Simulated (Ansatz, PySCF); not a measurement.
PySCF was given this input:
```python
from pyscf import gto, scf, dft

mol = gto.Mole()
mol.atom = '''
    Al    0.03802269    0.55687687    0.13647508
    O    -0.11812990    0.29306210    1.73920893
    C    -1.02107405   -0.48788119    2.52669907
    C    -0.86168865   -1.95091007    2.16960199
    C    -2.43139046    0.01880675    2.30475659
    H    -0.69928047   -0.30412560    3.55921822
    H    -1.08283585   -2.07012341    1.10157217
    H    -1.54682782   -2.57229217    2.73983995
    H     0.15630544   -2.28416372    2.35669519
    H    -2.51932207    1.05857236    2.61241351
    H    -2.65250310   -0.04771045    1.23016660
    H    -3.15828903   -0.57730232    2.85006801
    O     0.20934911    1.04292611   -1.41179525
    C     1.02897787    0.60363973   -2.49832986
    C     0.67212191   -0.82546728   -2.85001511
    C     2.48495359    0.76567404   -2.11250210
    H     0.76602410    1.28164678   -3.31965488
    H     0.84247241   -1.45021770   -1.96431019
    H     1.28948902   -1.19666849   -3.66350773
    H    -0.37381853   -0.90151325   -3.13741630
    H     2.71514149    1.80938106   -1.90955763
    H     2.66182224    0.18419763   -1.19671738
    H     3.14617235    0.39984245   -2.89355851
'''
mol.basis = 'sto-3g'
mol.charge = 1
mol.verbose = 4
mol.build()

mf = dft.RKS(mol)
mf.xc = 'revpbe'
mf.grids.atom_grid = (99, 590)
mf.grids.prune = None
mf.kernel()
```

Give the equivalent Ansatz (a quantum-chemistry and plane-wave program) input.

This is not unique; one that fits is 
Ansatz 0.2 input:
```yaml
crystal:
  periodic: [false, false, false]
  atoms:
    - {symbol: Al, position_ang: [0.03802269, 0.55687687, 0.13647508]}
    - {symbol: O, position_ang: [-0.11812990, 0.29306210, 1.73920893]}
    - {symbol: C, position_ang: [-1.02107405, -0.48788119, 2.52669907]}
    - {symbol: C, position_ang: [-0.86168865, -1.95091007, 2.16960199]}
    - {symbol: C, position_ang: [-2.43139046, 0.01880675, 2.30475659]}
    - {symbol: H, position_ang: [-0.69928047, -0.30412560, 3.55921822]}
    - {symbol: H, position_ang: [-1.08283585, -2.07012341, 1.10157217]}
    - {symbol: H, position_ang: [-1.54682782, -2.57229217, 2.73983995]}
    - {symbol: H, position_ang: [0.15630544, -2.28416372, 2.35669519]}
    - {symbol: H, position_ang: [-2.51932207, 1.05857236, 2.61241351]}
    - {symbol: H, position_ang: [-2.65250310, -0.04771045, 1.23016660]}
    - {symbol: H, position_ang: [-3.15828903, -0.57730232, 2.85006801]}
    - {symbol: O, position_ang: [0.20934911, 1.04292611, -1.41179525]}
    - {symbol: C, position_ang: [1.02897787, 0.60363973, -2.49832986]}
    - {symbol: C, position_ang: [0.67212191, -0.82546728, -2.85001511]}
    - {symbol: C, position_ang: [2.48495359, 0.76567404, -2.11250210]}
    - {symbol: H, position_ang: [0.76602410, 1.28164678, -3.31965488]}
    - {symbol: H, position_ang: [0.84247241, -1.45021770, -1.96431019]}
    - {symbol: H, position_ang: [1.28948902, -1.19666849, -3.66350773]}
    - {symbol: H, position_ang: [-0.37381853, -0.90151325, -3.13741630]}
    - {symbol: H, position_ang: [2.71514149, 1.80938106, -1.90955763]}
    - {symbol: H, position_ang: [2.66182224, 0.18419763, -1.19671738]}
    - {symbol: H, position_ang: [3.14617235, 0.39984245, -2.89355851]}
basis:
  gaussian:
    orbitals: STO-3G
hamiltonian:
  xc: revpbe
total_charge: 1
accuracy: high
```

Both were run: PySCF gave -621.856296 Eh and Ansatz -621.856297 Eh, 0.001 mEh apart.
